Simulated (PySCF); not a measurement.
Species: C6H10Si.
SMILES with atom numbers: `[CH2:1]=[CH:2][C@@H:3]1[SiH2:4][C@H:5]1[CH:6]=[CH2:7]`

NICS is the negative of the GIAO shielding at a point without a nucleus: at the ring centre (0) and 1 Å above and below it (1); zz is the component along the ring normal. Level: GIAO PBE0/pcSseg-1 (PySCF, non-relativistic, gas phase) on the GFN2-xTB geometry, one conformer.

Ring bond lengths (Å), with Mayer bond orders in brackets: C3–Si4 1.899 (0.87), Si4–C5 1.899 (0.87), C5–C3 1.544 (0.82).

Q: What do the NICS probes read (ppm)?

A: 
```json
{"ring": "C3–Si4–C5", "type": "3-membered ring with Si; formal bonds all single", "NICS(0)": "-29.2", "NICS(1), two faces": "-7.5 / -7.5", "NICS(1)zz, two faces": "-18.9 / -18.9", "rms pucker (Å)": "0.00", "centre to ring atoms, mean (Å)": "1.03"}
```

Q: What do they say, and how far can they be read as aromaticity?

A: 
- C3–Si4–C5: mean NICS(1)zz -18.9 ppm, shielded. C3, Si4, C5 have four or more neighbours, and the NICS criterion for π rings isn't applied. NICS(0) lies 22 ppm below the mean NICS(1).

Q: What is the mean of the two in-plane components of NICS at the second NICS(1) probe listed for ring C3–Si4–C5, 1 Å off the ring?

A: The isotropic value is a third of the trace: (3 × -7.5 − (-18.9))/2 = -1.8 ppm.

On one thread of an Arm Neoverse V1, shared host with 32 logical CPUs at a one-minute load of 14, this took 23 s wall and 0.80 GiB of memory at its peak. This is the whole shielding run at PBE0/pcSseg-1, SCF included.

Shape of the structure used: `[CH2:1]=[CH:2][C@@H:3]1[SiH2:4][C@H:5]1[CH:6]=[CH2:7]`: C1–C2–C3–Si4 48°, Si4–C5–C6–C7 47°.
